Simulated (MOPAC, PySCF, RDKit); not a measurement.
Relaxed torsion scan: C2H4F2, SMILES FCCF. Scanned: dihedral F1–C2–C3–F4; all other coordinates were relaxed at GFN2-xTB. Points at φ and −φ are mirror images. Heavy atoms are numbered in the order of the SMILES FCCF, hydrogens after them in the order of the atoms that carry them; the mirror image has the same energies with the sign of each dihedral reversed.

Levels: PM3, restricted, heats of formation // GFN2-xTB (MOPAC); MMFF94 // GFN2-xTB (RDKit); RKS-B3LYP/6-311+G** = restricted B3LYP/6-311+G**, spherical d, density fitting // GFN2-xTB (PySCF 2.14.0).

Energies in kJ/mol, each method relative to its own lowest point.

| φ / ° | PM3 | MMFF94 | RKS-B3LYP/6-311+G** |
|---|---|---|---|
| -150 | 9.7 | 7.6 | 6.3 |
| -120 | 11.2 | 12.0 | 9.7 |
| -90 | 5.8 | 1.9 | 1.7 |
| -60 | 0.0 | 0.0 | 0.0 |
| -30 | 3.2 | 19.0 | 17.2 |
| 0 | 6.9 | 34.1 | 30.5 |
| 30 | 3.2 | 19.0 | 17.2 |
| 60 | 0.0 | 0.0 | 0.0 |
| 90 | 5.8 | 1.9 | 1.7 |
| 120 | 11.2 | 12.0 | 9.7 |
| 150 | 9.7 | 7.6 | 6.3 |
| 180 | 6.6 | 0.7 | 2.0 |
